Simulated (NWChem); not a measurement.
The numbers come from NWChem runs, not from measurements. System: CF (+1), charge 1, spin multiplicity 1, at a geometry optimised with PBE0/def2-SVP. The structure started from a generated list of species. Level: real-time TD-PBE/6-31G* (spherical d).

Part of the output:

```
             Northwest Computational Chemistry Package (NWChem) 7.3.0
             --------------------------------------------------------

                                NWChem Input Module
                                -------------------

 Scaling coordinates for geometry "system" by  1.889725989
 (inverse scale =  0.529177249)

                              Geometry "system" -> ""
                              -----------------------

 Output coordinates in angstroms (scale by  1.889725989 to convert to a.u.)

  No.       Tag          Charge          X              Y              Z
 ---- ---------------- ---------- -------------- -------------- --------------
    1 C                    6.0000     0.00000000     0.00000000     0.69209600
    2 F                    9.0000     0.00000000     0.00000000    -0.46139700

 Effective nuclear repulsion energy (a.u.)      24.7730774664

            Nuclear Dipole moment (a.u.)
            ----------------------------
        X                 Y               Z
 ---------------- ---------------- ----------------
     0.0000000000     0.0000000000     0.0000056692


 Summary of "ao basis" -> "" (spherical)
 ------------------------------------------------------------------------------
       Tag                 Description            Shells   Functions and Types
 ---------------- ------------------------------  ------  ---------------------
 *                           6-31g*                   on all atoms

  pbe96 is a nonlocal functional; adding pw91lda local functional.

                                 NWChem DFT Module
                                 -----------------

 Summary of "ao basis" -> "ao basis" (spherical)
 ------------------------------------------------------------------------------
       Tag                 Description            Shells   Functions and Types
 ---------------- ------------------------------  ------  ---------------------
 C                           6-31g*                  6       14   3s2p1d
 F                           6-31g*                  6       14   3s2p1d

 Summary of "ao basis" -> "ao basis" (spherical)
 ------------------------------------------------------------------------------
       Tag                 Description            Shells   Functions and Types
 ---------------- ------------------------------  ------  ---------------------
 C                           6-31g*                  6       14   3s2p1d
 F                           6-31g*                  6       14   3s2p1d
[...]
     SCF type               : dft
     Atomic orbitals        : 28
     Molecular orbitals     : 28

   Vector      Occupation     Eigenvalue [au]
 --------------------------------------------
         1        2.00       -2.48492302E+01
         2        2.00       -1.05241056E+01
         3        2.00       -1.72509981E+00
         4        2.00       -1.05543494E+00
         5        2.00       -9.33310106E-01
         6        2.00       -9.33310106E-01
         7        2.00       -7.38555702E-01
         8        0.00       -5.10359516E-01
         9        0.00       -5.10359516E-01
        10        0.00       -1.46899214E-01
        11        0.00        1.34817991E-01
        12        0.00        1.34817991E-01
        13        0.00        1.90334812E-01
        14        0.00        2.26057574E-01
        15        0.00        6.85389945E-01
        16        0.00        7.46776602E-01
        17        0.00        7.46776602E-01
        18        0.00        1.01097604E+00
        19        0.00        1.01097612E+00
        20        0.00        1.05377689E+00
        21        0.00        1.05377689E+00
        22        0.00        1.39377192E+00
        23        0.00        1.46749802E+00
        24        0.00        1.46749813E+00
        25        0.00        1.82337616E+00
        26        0.00        2.12415228E+00
        27        0.00        2.12415228E+00
        28        0.00        2.70291696E+00

kick      0.00000        ### Propagation started ###
kick      0.00000        ### Checks passed ###
kick      0.00000   0.000000000000E+000   1.000000000000E-004   0.000000000000E+000     # Applied E-field [system] (alpha spin)
kick      0.00000   0.000000000000E+000   1.000000000000E-004   0.000000000000E+000     # Applied E-field [system] (beta spin)
kick      0.00000   2.477307746643E+001     # Enuc
kick      0.00000  -2.317261313924E+002     # Ecore
kick      0.00000   8.489314433540E+001     # Ecoul
kick      0.00000  -1.523427713517E+001     # Exc(1)
kick      0.00000   0.000000000000E+000     # Exc(2)
kick      0.00000  -1.372941867257E+002     # Etot
kick      0.00000   5.684341886081E-014     # Eadded
kick      0.00000   5.281099318671E-013  -5.870124025242E-013   3.013603127671E-001     # Dipole moment [system]
kick      0.00000        ### Saved restart file ###
kick      0.00000   1.142419492339E-012     # Magnus interpol (matrix 1 of 1)
kick      0.00000                     2     # Magnus total interpolations
kick      0.20000   0.000000000000E+000   0.000000000000E+000   0.000000000000E+000     # Applied E-field [system] (alpha spin)
kick      0.20000   0.000000000000E+000   0.000000000000E+000   0.000000000000E+000     # Applied E-field [system] (beta spin)
kick      0.20000   2.477307746643E+001     # Enuc
kick      0.20000  -2.317261313918E+002     # Ecore
kick      0.20000   8.489314433524E+001     # Ecoul
kick      0.20000  -1.523427713515E+001     # Exc(1)
kick      0.20000   0.000000000000E+000     # Exc(2)
kick      0.20000  -1.372941867252E+002     # Etot
kick      0.20000   4.726246061182E-010     # Eadded
kick      0.20000   5.261512300710E-013   9.649630512073E-006   3.013603127639E-001     # Dipole moment [system]
kick      0.20000   9.796607969292E-013     # Magnus interpol (matrix 1 of 1)
kick      0.20000                     2     # Magnus total interpolations
kick      0.40000   0.000000000000E+000   0.000000000000E+000   0.000000000000E+000     # Applied E-field [system] (alpha spin)
kick      0.40000   0.000000000000E+000   0.000000000000E+000   0.000000000000E+000     # Applied E-field [system] (beta spin)
kick      0.40000   2.477307746643E+001     # Enuc
...
kick     28.40000   5.114339554805E-013   5.148493589691E-006   3.013603122000E-001     # Dipole moment [system]
kick     28.40000   1.332267629550E-015     # Magnus interpol (matrix 1 of 1)
kick     28.40000                     2     # Magnus total interpolations
kick     28.60000   0.000000000000E+000   0.000000000000E+000   0.000000000000E+000     # Applied E-field [system] (alpha spin)
kick     28.60000   0.000000000000E+000   0.000000000000E+000   0.000000000000E+000     # Applied E-field [system] (beta spin)
kick     28.60000   2.477307746643E+001     # Enuc
kick     28.60000  -2.317261313904E+002     # Ecore
kick     28.60000   8.489314433369E+001     # Ecoul
kick     28.60000  -1.523427713495E+001     # Exc(1)
kick     28.60000   0.000000000000E+000     # Exc(2)
kick     28.60000  -1.372941867253E+002     # Etot
kick     28.60000   4.49261960966
```

### Question
Write an NWChem input that would produce this output.

### Answer
Several could match; the one computed here: 
```
start mol
memory heap 200 mb stack 900 mb global 1100 mb
charge 1
geometry "system" units angstroms nocenter noautoz noautosym
  C      0.000000     0.000000     0.692096
  F      0.000000     0.000000    -0.461397
end
set geometry "system"
basis spherical
  * library 6-31g*
end
dft
  xc xpbe96 cpbe96
  semidirect memsize 60000000 filesize 0
  iterations 100
  convergence energy 1e-10 density 1e-9 gradient 1e-8
  tolerances tight
end
task dft energy
rt_tddft
  tmax 150.0
  dt 0.2
  tag "kick"
  print dipole
  field "kick"
    type delta
    polarization y
    max 0.0001
  end
  excite "system" with "kick"
end
task dft rt_tddft
```
